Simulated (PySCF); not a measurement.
SMILES CO[Si](C)(C)[O], doublet at its GFN2-xTB optimised geometry (Å):

```
15

C      1.6009    -1.2797    -0.8268
O      0.7633    -0.5370     0.0000
Si    -0.8750    -0.5370     0.0000
C     -1.2214    -0.7283     1.9192
C     -1.2225     1.3917     0.0000
O     -1.7044    -1.3952    -0.9482
H      1.0256    -1.9133    -1.5025
H      2.2226    -0.5966    -1.4115
H      2.2508    -1.9036    -0.2077
H     -2.2466    -0.4453     2.1029
H     -0.5380    -0.1214     2.4946
H     -1.0792    -1.7773     2.1358
H     -1.0705     1.7132    -1.0203
H     -2.2508     1.5444     0.2899
H     -0.5465     1.9036     0.6687
```

Calculation: unrestricted PBE0/def2-TZVP (PySCF). Cells within 0.4 Å of a nucleus heavier than hydrogen are left out (blank, or x).

Map of the Laplacian of the electron density (e/bohr⁵), clipped to [-1.50, 1.50] on the plane z = 0.0 Å:

```
|4444444444444444444444444444444|
|4444444444444444444444444444444|
|4444444444444444444444444444444|
|4444444444444444444444444444444|
|4444444444444444444444444444444|
|4444444444444444444444444444444|
|4444444444444444444444444444444|
|4444444444444444444444444444444|
|4444444444544444444444444444444|
|4444444443483444444444444444444|
|4444444421xxx444444444444444444|
|4444444443xxx444444444444444444|
|4444444444323444444444444444444|
|4444444444433444444444444444444|
|4444444444434444555544444444444|
|4444444444499955655654444444444|
|444444444489xx953xx464444444444|
|44444444449xxx940xx165444444444|
|444444444469x9744xx555444444444|
|4444444444458644566655444444444|
|4444444445444444455554444444444|
|4444444444444444444444234444444|
|4444444444444444444444444444444|
|4444444444444444444444444444444|
|4444444444444444444444444444444|
|4444444444444444444444444444444|
|4444444444444444444444444444444|
|4444444444444444444444444444444|
|4444444444444444444444444444444|
|4444444444444444444444444444444|
|4444444444444444444444444444444|
```
Scale: ten equal steps from -1.17 (start of '0') to 1.50 (end of '9'), in the order '0123456789'; x runs from -4.50 to 4.50, y from -4.50 (bottom) to 4.50 (top).
